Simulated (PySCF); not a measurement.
Compound: AsFH₆Si₂.
Bonds: F1–Si2, Si2–As3, As3–Si4. Hydrogens: H5, H6 on Si2; H7 on As3; H8, H9, H10 on Si4.

Method used: PBE0-D3(BJ)/def2-SVP geometry optimisation, gas phase in PySCF.

Entries marked ? are missing. Bonds in one row agree within 0.01 Å.

```json
{"coordinate": "F1–Si2", "value": "1.628 Å"}
{"coordinate": "Si2–As3", "value": "?"}
{"coordinate": "As3–Si4", "value": "?"}
{"coordinate": "Si2–H5, Si2–H6", "value": "1.492 Å"}
{"coordinate": "As3–H7", "value": "1.529 Å"}
{"coordinate": "Si4–H8, Si4–H9, Si4–H10", "value": "1.494 Å"}
{"coordinate": "F1–Si2–As3", "value": "107.7°"}
{"coordinate": "F1–Si2–H5", "value": "108.4°"}
{"coordinate": "As3–Si2–H5", "value": "109.2°"}
{"coordinate": "As3–Si2–H6", "value": "113.8°"}
{"coordinate": "H5–Si2–H6", "value": "110.0°"}
{"coordinate": "Si2–As3–Si4", "value": "?"}
{"coordinate": "Si2–As3–H7", "value": "90.3°"}
{"coordinate": "Si4–As3–H7", "value": "93.0°"}
{"coordinate": "As3–Si4–H8", "value": "?"}
{"coordinate": "As3–Si4–H10", "value": "?"}
{"coordinate": "H8–Si4–H9", "value": "?"}
```

Estimate the withheld lengths and angles.

- Si2–As3 = 2.355 Å, drawn single (ends: fluorine-bound silicon; arsenic bonded to 2 Si and H); 0.06 Å above the sum of covalent radii, 2.30 Å.
- As3–Si4 = 2.369 Å, drawn single (ends: arsenic bonded to 2 Si and H; SiH3 silicon); 0.07 Å above the sum of covalent radii, 2.30 Å.
- Si2–As3–Si4 = 94.1°, at the arsenic bonded to 2 Si and H; the outer atoms are 3.458 Å apart.
- As3–Si4–H8 = 108.4°, at the SiH3 silicon; the outer atoms are 3.175 Å apart.
- As3–Si4–H10 = 113.0°, at the SiH3 silicon; the outer atoms are 3.258 Å apart.
- H8–Si4–H9 = 109.3°, at the SiH3 silicon; the outer atoms are 2.436 Å apart.

Radii are Cordero's.

Whether it is a minimum is left open (no frequencies). One conformer, not necessarily the lowest (F1–Si2–As3–Si4 -77°).

On Arm Neoverse V1, one thread, on a shared host, this took 30 s of wall time and 0.46 GiB of memory at its peak. These figures are those of the optimisation.
